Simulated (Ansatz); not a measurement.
CH₅ClGeSi, SMILES `Cl[CH]1[SiH2][GeH2]1`, 9 atoms. Charge 0, multiplicity 1. Correlated methods include outer-core shells of Ge, which these sets cover unevenly. Scalar relativity is left out up to krypton. All runs use 4 threads of an Arm Neoverse V2 on a shared host. Correlated methods freeze the cores.

Give the basis size and wall time and peak host memory of each of these runs in Ansatz. RKS B2PLYP (frozen core)/def2-TZVPP energy; RKS r2SCAN0-D4/def2-TZVPP energy; RKS r2SCANh-D4/def2-TZVPP energy; RKS PBE0-D4/def2-QZVPP energy; RKS HSE06 (plane-wave form)-D4/def2-TZVPP energy; direct RPA on PBE orbitals/def2-TZVPP energy; RKS PBE0-D4/def2-SVP energy; RHF-MP2/def2-QZVPP energy; RKS ωB97M-V/def2-QZVPP energy; RHF-CCSD(T)/def2-TZVPP energy; RKS PBE0-D4/def2-TZVP relaxation (6 steps); RKS ωB97M-V/def2-SVP energy. (Estimate.)

Ansatz gave: Other jobs shared the machine, so times are rough.

| level | job | functions | wall time | peak host memory (GiB) |
| --- | --- | --- | --- | --- |
| RKS PBE0-D4/def2-SVP | energy | 107 | 1.2 s | 0.23 |
| RKS HSE06 (plane-wave form)-D4/def2-TZVPP | energy | 233 | 3.3 s | 0.72 |
| direct RPA on PBE orbitals/def2-TZVPP | energy | 233 | 3.9 s | 0.52 |
| RKS ωB97M-V/def2-SVP | energy | 107 | 4.8 s | 0.35 |
| RKS r2SCAN0-D4/def2-TZVPP | energy | 233 | 4.9 s | 0.71 |
| RKS B2PLYP (frozen core)/def2-TZVPP | energy | 233 | 5 s | 0.61 |
| RKS r2SCANh-D4/def2-TZVPP | energy | 233 | 5.5 s | 0.7 |
| RKS PBE0-D4/def2-QZVPP | energy | 436 | 8 s | 1.9 |
| RKS ωB97M-V/def2-QZVPP | energy | 436 | 18 s | 2.2 |
| RKS PBE0-D4/def2-TZVP | relaxation (6 steps) | 183 | 20 s | 0.54 |
| RHF-MP2/def2-QZVPP | energy | 436 | 20 s | 2.5 |
| RHF-CCSD(T)/def2-TZVPP | energy | 233 | 98 s | 3.8 |
